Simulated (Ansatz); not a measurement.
Species: 2-methoxyethylsilane, C3H10OSi, charge 0, multiplicity 1. 
Coordinates optimised at B3LYP-D3(BJ)/def2-TZVP (Ansatz, an electronic-structure program):
```xyz
15

C      2.7948    -0.0754     0.8548
O      1.5720    -0.7167     0.5679
C      0.5650     0.1863     0.1468
C     -0.7077    -0.5864    -0.1382
Si    -2.1448     0.4857    -0.7112
H      3.1952     0.4402    -0.0281
H      2.6837     0.6587     1.6637
H      3.5002    -0.8438     1.1673
H      0.9029     0.7232    -0.7519
H      0.3946     0.9404     0.9293
H     -1.0111    -1.1267     0.7631
H     -0.5073    -1.3419    -0.9034
H     -2.4873     1.4960     0.3199
H     -1.7969     1.2011    -1.9637
H     -3.3357    -0.3598    -0.9621
```
Charge 0, spin multiplicity 1.

Atomisation energy built up term by term with Ansatz (kcal/mol; UHF references for open shells; valence terms freeze the core; atomic spin-orbit terms are left out). CBS(X,Y): correlation extrapolated as X^-3; Hartree-Fock from the larger set.

| term | basis | kcal/mol |
|---|---|---|
| Hartree-Fock | cc-pV(Q+d)Z | 973.19 |
| CCSD correlation | CBS(cc-pV(T+d)Z,cc-pV(Q+d)Z) | ___ |
| (T) | CBS(cc-pV(T+d)Z,cc-pV(Q+d)Z) | ___ |
| core correlation | cc-pwCVTZ | 3.50 |
| scalar relativity (X2C) | cc-pVTZ-DK against cc-pVTZ | -1.50 |
| sum: De |  | ___ |

Problem. Some entries are withheld; supply them.

Solution. 
- CCSD correlation, kcal/mol: 313.59
- (T), kcal/mol: 16.88
- sum: De, kcal/mol: 1305.7
